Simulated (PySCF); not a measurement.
C$_{3}$H$_{7}$ (SMILES C[CH-]C), charge -1, singlet, geometry from GFN2-xTB (in this run its highest filled SCF level lies above zero, so its values depend strongly on the basis, on diffuse functions most of all). Base run: BLYP/STO-3G (PySCF).

PySCF was given this input:
```python
from pyscf import gto, scf, dft

mol = gto.M(
    atom='''
C    -0.107805    0.000543    0.680041
C    -0.021906    1.233441   -0.218470
C    -0.006462   -1.234393   -0.214053
H     0.843090    0.007604    1.300384
H     0.012964    2.153589    0.381103
H     0.039908   -2.151880    0.388809
H     0.857628    1.285900   -0.921854
H    -0.913313    1.303024   -0.860491
H    -0.896914   -1.317425   -0.855800
H     0.873675   -1.278357   -0.917264
''',
    basis='sto-3g',
    charge=-1,
    spin=0,
    verbose=4,
)

mf = dft.RKS(mol)
mf.xc = 'blyp'
mf.kernel()
```

Variants of this job, named by their change:

| change | E (Eh) | HOMO (eV) | HOMO-LUMO gap (eV) |
|---|---|---|---|
| base | -116.77495 | 9.21 | 7.75 |
| functional = b3lyp5 | -116.78441 | 7.99 | 10.25 |
| functional = mn12l | -116.37979 | 8.54 | 9.66 |
| functional = b97-1 | -116.84407 | 7.91 | 10.42 |
| functional = camb3lyp | -116.78816 | 6.32 | 13.68 |
| functional = pbe | -116.69552 | 9.24 | 7.76 |
| functional = b3lyp | -116.87904 | 7.89 | 10.25 |
| functional = tpssh | -116.91610 | 8.34 | 9.72 |
| functional = b3lyp; dispersion = d3bj | -116.88804 | 7.89 | 10.25 |
| functional = m062x | -116.85610 | 6.33 | 13.71 |
| functional = m06 | -116.73988 | 7.81 | 10.82 |
| functional = pbe; dispersion = d3zero | -116.69745 | 9.24 | 7.76 |
| functional = tpss | -116.92378 | 8.90 | 8.55 |

Total energies compare only within one method and basis.
